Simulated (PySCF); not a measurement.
**Radial density of Ba (barium, neutral)**

UHF, [Xe] 6s2, closed-shell 1S. All numbers are calculated (PySCF 2.14, the spin-free X2C one-electron Hamiltonian (Gaussian nucleus), in ANO-RCC-VTZP (8s7p4d2f1g, 72 functions)).

```
r (bohr)  4πr²ρ (e/bohr)
  0.0207           72.36
  0.0348           63.55
  0.0585           84.81
  0.0983           88.69
   0.165           71.05
   0.278           71.01
   0.468           27.88
   0.787           27.03
    1.32           8.110
    2.23           3.543
    3.75          0.6703
    6.30          0.2776
    10.6         0.01547
    17.8       1.827e-05
```

Densities and radii are taken from the X2C orbitals without a picture-change correction, which distorts them close to the nucleus.

Spin-orbit coupling, which splits the p, d and f shells strongly at this Z, is absent.
